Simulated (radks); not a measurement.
Task: Method: scalar-relativistic Kohn-Sham, PBE, spin-polarised, spherical densities, point nucleus; open shells are filled with parallel spins first (spin-orbit coupling, left out, can overturn this in heavy ions); computed with a radial shooting solver on a logarithmic mesh with Libxc functionals. Each species is in its NIST ground configuration. Rank W4+, Lu4+, Hf4+, Pt4+, Au4+, Re4+, Hg4+, Os4+, Ta4+, Ir4+ by mean radius of the outermost orbital (bohr), largest first.

Result: Ta4+ 1.73, W4+ 1.66, Re4+ 1.59, Os4+ 1.53, Ir4+ 1.48, Pt4+ 1.44, Au4+ 1.39, Hg4+ 1.34, Lu4+ 1.32, Hf4+ 1.30.
